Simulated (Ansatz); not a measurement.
Cartesian coordinates (Å):
```xyz
11

C      1.5036    -0.0133    -0.3724
N      0.4907     0.8284     0.2269
C     -0.6921     0.3657     0.2733
N     -1.1637    -0.8294    -0.2013
O     -1.6961     1.1057     0.8048
H      2.4583     0.5130    -0.3687
H      1.2722    -0.2737    -1.4157
H      1.6537    -0.9546     0.1810
H     -0.4855    -1.5616    -0.3276
H     -2.0640    -1.1224     0.1421
H     -1.2771     1.9420     1.0575
```
Charge 0, spin multiplicity 1.

These are Ansatz (an electronic-structure program) with frozen-core CCSD(T)/cc-pVTZ // r2SCAN-D4/def2-TZVP values and carry that method's errors.

The HF energy is -263.08973 Ha and the MP2 correlation energy is -0.98756 Ha.

Q: Estimate the CCSD correlation energy, the (T) correction, the total energy and the T1 diagnostic.

A: 
```json
{
 "CCSD correlation energy": "-1.01076 Ha",
 "(T) correction": "-0.04276 Ha",
 "CCSD(T) total energy": "-264.14324 Ha",
 "T1 diagnostic": "0.012"
}
```
